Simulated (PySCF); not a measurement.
Two species compared at the same levels of theory.

First species: C5H12S2Si.
InChI=1S/C5H12S2Si/c1-4-5(6)2-3-7-8-4/h4-6H,2-3,8H2,1H3/t4-,5-/m0/s1

Second species: C5H12S2Si.
Numbering: `[CH3:1][S:2][C@@H:3]1[CH2:4][CH2:5][Si@H:6]1[S:7][CH3:8]` (hydrogens: H9, H10, H11 on C1; H12 on C3; H13, H14 on C4; H15, H16 on C5; H17 on Si6; H18, H19, H20 on C8)

Geometry (GFN2-xTB, Å), atoms numbered from 1 in this order:
```
atom  x, y, z in Å
C1    -3.4558    1.2325    0.0009
S2    -1.8907    1.1674    0.9222
C3    -0.8423    0.3654   -0.3189
C4    -1.0828   -1.1430   -0.4862
C5     0.3630   -1.6663   -0.3805
Si6    0.9490    0.0458    0.2491
S7     2.4679    1.0838   -0.8462
C8     3.9200    0.4492    0.0461
H9    -3.3215    1.8313   -0.8960
H10   -3.7690    0.2240   -0.2531
H11   -4.1869    1.6972    0.6537
H12   -0.9547    0.9279   -1.2442
H13   -1.5761   -1.4040   -1.4219
H14   -1.6862   -1.5168    0.3400
H15    0.7628   -1.9418   -1.3561
H16    0.4679   -2.5279    0.2742
H17    1.2150    0.1793    1.6774
H18    3.8584    0.7376    1.0900
H19    3.9639   -0.6301   -0.0495
H20    4.7930    0.8992   -0.4136
```

Levels: PBE0/pcSseg-1 for HOMO energy, LUMO energy and HOMO–LUMO gap. Geometries: GFN2-xTB. All species are isolated and taken at one optimised geometry, non-relativistic unless stated. Electronic properties by PySCF.

Dipoles, sizes and rotational constants follow the conformer. The torsions of the flexible species, by atom-mapped SMILES:
- `[CH3:1][S:2][C@@H:3]1[CH2:4][CH2:5][Si@H:6]1[S:7][CH3:8]`: C1–S2–C3–C4 -75°, C5–Si6–S7–C8 -92°

The conformers of `C[C@@H]1[SiH2]SCC[C@@H]1S` aren't listed.

| property | column X | column Y |
| --- | --- | --- |
| HOMO energy | -6.22 eV | -6.84 eV |
| LUMO energy | -0.03 eV | 0.27 eV |
| HOMO–LUMO gap | 6.19 eV | 7.11 eV |

**Question.** Which column belongs to which species?

**Answer.** Column X is the second species and column Y the first. The first has 20 atoms and 88 electrons, the second 20 and 88.

**Question.** How does each property change from the first species to the second?

**Answer.** HOMO energy +0.62 eV; LUMO energy -0.30 eV; HOMO–LUMO gap -0.92 eV.

